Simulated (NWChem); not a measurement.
# BaHSCl; SMILES [Ba]([Cl])[SH]

```xyz
4

Ba    -0.4131    -0.0080    -0.0061
Cl     0.9288    -2.4082     0.0060
S      1.0129     2.5057    -0.0082
H     -0.1278     3.2382    -0.0117
```
Atoms are numbered in this order, from 1.

All runs: NWChem. Coordinates come from a PBE0/def2-SVP optimisation. def2 effective core potentials on Ba; no spin-orbit coupling. B3LYP is NWChem's, with the RPA form of VWN correlation. Static field.

**Question.** Among these, which level gives the lowest value of “isotropic polarisability (bohr³)”?
A. PBE/def2-SVPD
B. CAM-B3LYP/def2-SVPD
C. B3LYP/def2-SVPD
D. Hartree-Fock/def2-SVPD

**Answer.** D, Hartree-Fock/def2-SVPD. Values: Hartree-Fock/def2-SVPD 72.5; CAM-B3LYP/def2-SVPD 81.6; B3LYP/def2-SVPD 86.2; PBE/def2-SVPD 90.9
